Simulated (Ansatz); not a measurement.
The cluster Na5H5, relaxed as a singlet with RKS PBE0-D4/def2-SVP in Ansatz, starting from the GFN1-xTB geometry. Force threshold 0.02 eV/Å.

The structure comes from a short search, and lower isomers may exist.

Start:

Cartesian coordinates in Å:
```
Na -0.7106 1.7726 -2.2949
Na -0.8338 -0.9464 2.5679
Na 2.0007 -1.9267 1.1323
Na 2.0342 -0.2495 -1.8855
Na -2.4925 1.3634 0.4933
H 2.7312 -1.4303 -0.5569
H 0.7675 -1.9838 2.5886
H -2.2274 2.1771 -1.2116
H -2.1968 0.2573 2.0095
H 0.9275 0.9663 -2.8426
```

| step | energy (eV) | largest force component (eV/Å) | SCF passes |
| --- | --- | --- | --- |
| 1 | -22139.8986 | 0.451 | 19 |
| 2 | -22140.2162 | 0.158 | 22 |
| 3 | -22140.2729 | 0.014 | 22 |
| 4 | -22140.2737 | 0.010 | 19 |
| 5 | -22140.2749 | 0.022 | 23 |
| 6 | -22140.2754 | 0.014 | 23 |

Force components are those of the run's own axes.

End:

```xyz
10

Na   -0.7194    1.8942   -2.4986
Na   -1.0023   -0.9875    2.8676
Na    2.1699   -2.0706    1.1590
Na    2.3254   -0.2879   -2.1489
Na   -2.7738    1.4517    0.6210
H     2.8979   -1.5146   -0.6450
H     0.7489   -1.9714    2.5985
H    -2.2561    2.1593   -1.2062
H    -2.4312    0.2989    2.2452
H     1.0408    1.0280   -2.9925
```

By distances, no bond broke or formed. The bond that changes most is Na5–H9, from 1.90 to 2.02 Å (atoms count from 1).

The force fell under the threshold at step 3, but the optimiser went on and released 0.002 eV more. No frequencies were taken in this run, so the end may be a saddle point.

It took 15 s on 4 threads of Arm Neoverse V1 on a shared host.
